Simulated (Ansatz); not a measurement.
`[AlH3-][AsH3+]`, relaxed with RKS PBE-D4/def2-SVP in Ansatz 0.2.0 from a rough embedded geometry. The force threshold is 0.03 eV/Å; the program also tests the step.

Charge 0, multiplicity 1.

Start:

```xyz
8

Al   -0.174    1.103    0.396
As    0.145   -1.154   -0.387
H    -1.665    1.495    0.577
H     0.550    1.280    1.777
H     0.548    2.161   -0.611
H     0.939   -1.122   -1.753
H    -1.278   -1.793   -0.629
H     0.936   -1.972    0.628
```

Q: By how much does the energy fall, and how many steps does the optimiser take? (Estimate.)

A: The calculation gave: 20.28 kcal/mol, in 4 steps.

Q: Which bonds change most? (Best estimate.)

A: Ansatz gave: Al1–As2 from 2.410 to 2.663 Å; Al1–H3 from 1.552 to 1.610 Å; As2–H6 from 1.581 to 1.526 Å; As2–H7 from 1.578 to 1.526 Å.

Q: Give the relaxed structure. (Estimate.)

A: The calculation gave: 
```xyz
8

Al   -0.175    1.458    0.520
As    0.123   -1.035   -0.369
H    -1.784    1.445    0.545
H     0.626    1.245    1.900
H     0.578    2.171   -0.711
H     0.862   -1.308   -1.676
H    -1.094   -1.903   -0.677
H     0.865   -2.073    0.467
```
